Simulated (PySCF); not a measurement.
# C3H10GeSSi: core ionisation energies

Compound: C₃H₁₀GeSSi.
Z-matrix (Å and degrees, PBE0-D3(BJ)/def2-SVP geometry), rows numbered from 1:
```
C 
C   1  1.4935
S   2  1.6288  1  122.78
Si  2  1.9089  1  118.11  3  -178.06
C   4  1.8664  2  110.93  1  -161.26
Ge  5  1.9602  4  114.76  2    70.26
H   1  1.1045  2  109.51  3  -117.39
H   1  1.1043  2  110.39  3   126.47
H   1  1.0991  2  111.83  3     4.01
H   4  1.4996  2  108.42  1   -38.26
H   4  1.4990  2  106.03  1    76.66
H   5  1.1024  4  107.59  2   -50.27
H   5  1.1022  4  109.86  2  -167.67
H   6  1.5424  5  109.09  4    64.85
H   6  1.5378  5  111.04  4   -54.95
H   6  1.5405  5  109.92  4  -175.95
```

Theory: delta-SCF UKS SCAN, pcX-2 on the ionised atom, pcseg-1 elsewhere, spin-free X2C in PySCF. Each binding energy is the total energy of the core-ionised species, with the hole localised on one atom, minus that of the ground state; both are solved self-consistently, so orbital relaxation is included.

Problem. Give the core binding energies atom by atom.

Solution. 
```csv
atom(s),environment,level,binding energy (eV),2p1/2 (eV),above the level's lowest (eV),count
Si4,SiH2 silicon,Si 2p3/2,106.54,107.17,0.00,1
C5,sp3 carbon bound to silicon,C 1s,289.91,–,0.00,1
C1,methyl carbon,C 1s,291.09,–,+1.18,1
Si4,SiH2 silicon,Si 1s,1846.33,–,0.00,1
S3,thiocarbonyl sulfur,S 1s,2476.32,–,0.00,1
```

The listed C 1s values span 1.18 eV, from C5 (bonded to 2 H, Ge and Si) to C1 (bonded to C and 3 H). Summing the Pauling electronegativity differences to the bonded atoms, each weighted by its formal bond order, gives -1.89 for the lowest site and -1.05 for the highest.

Problem. Which photon energy gives electrons from C 1s of C5 a kinetic energy of 20 eV, and what is their de Broglie wavelength?

Solution. hν = 289.91 + 20 = 309.91 eV, recoil neglected; λ = 12.264 Å/√(E/eV) = 2.74 Å.

The list is incomplete; no value stands for C 1s of C2 (hole states with ⟨S²⟩ of 1 or more are left out). Spin–orbit and ligand-field terms were added within each 2p shell after the spin-free SCF. 2p1/2 minus 2p3/2 (ligand field included): Si 0.62 eV. No level of germanium is listed. Geometry: PBE0-D3(BJ)/def2-SVP, one conformer, isolated molecule.
